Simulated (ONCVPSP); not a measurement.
gold ONCV: all-electron and pseudo phase curves

gold (Au), optimised norm-conserving Vanderbilt (ONCV), made with ONCVPSP 4.0.1 (LDA (Perdew-Zunger), scalar-relativistic). Core [Xe], reference 4f14 5d10 6s1. Waves: 6s: rc 2.40 bohr, ncon 3, nbas 6, qcut 2.3 1/bohr, 2 projectors, debl 1.7 Ha; p scattering state at 0.12 Ha: rc 2.60 bohr, ncon 4, nbas 8, qcut 2.7 1/bohr, 1 projector; 5d: rc 2.20 bohr, ncon 5, nbas 10, qcut 7.3 1/bohr, 1 projector; 4f: rc 0.75 bohr, ncon 4, nbas 9, qcut 27.6 1/bohr, 2 projectors, debl 1.9 Ha. Local part: polynomial inside 0.60 bohr (lpopt 2, dvloc0 2 Ha). Core correction: Teter function, fcfact 3.5, rcfact 1.15.

In the p channel the program set the typed energies aside and used 0.050 Ha. In the f channel the program set the typed energies aside and used -2.998, 0.250 Ha.

The phase is arctan(r·R′/R) of the radial function R(r), unwrapped; energies in Ha, scanned from -4 to 5 Ha. A pole is an energy at which the radial function vanishes at the test radius. The pseudo phase is shifted by a multiple of π to meet the all-electron one at the reference energy, and phase errors are pseudo minus all-electron; the curves can meet again beyond the range given. Levels narrower than the energy grid can be missing from the lists of poles. Where the grid stepped over a known ghost or core level, its pole and its step of π were put in at the level’s energy.

| channel | radius (bohr) | reference energy (Ha) | poles, all-electron | poles, pseudo | unbroken range about the reference energy with phases within 0.05 rad | phase error 1 Ha above the reference energy (rad) |
| --- | --- | --- | --- | --- | --- | --- |
| s | 2.44 | -0.22 | 1.07 | -0.41, 1.07 | above -0.4 | +0.000 |
| p | 2.63 | 0.05 | -2.19, 1.53 | 0.29, 1.75 | -2.1 to 0.2 | -3.105 |
| d | 2.23 | -0.26 | 0.10, 4.67 | 0.10, 4.25 | below 1.5 | -0.002 |
| f | 0.76 | -3.00 | -0.61 | -0.61 | the whole range | -0.000 |

Note: ghosts flagged at negative energy: s at -459.3 eV, s at -11.1 eV, p at -387.7 eV (a further GHOST(-) flag falls on a real empty level of the atom); GHOST(+) flagged for p at 7.4 eV. A true bound ghost makes a file unfit for plane-wave use.

Phases in the d channel:

```
E (Ha)  all-electron  pseudo
 -3.98         1.380   1.380
 -3.50         1.364   1.364
 -3.02         1.343   1.343
 -2.54         1.315   1.315
 -2.06         1.273   1.273
 -1.58         1.202   1.202
 -1.10         1.037   1.037
 -0.62         0.200   0.199
 -0.14        -1.380  -1.380
  0.34        -1.684  -1.685
  0.82        -1.879  -1.882
  1.30        -2.219  -2.238
  1.78        -3.261  -3.346
  2.26        -4.167  -4.210
  2.74        -4.438  -4.464
  3.22        -4.555  -4.578
  3.70        -4.624  -4.649
  4.18        -4.672  -4.705
  4.66        -4.711  -4.763
```
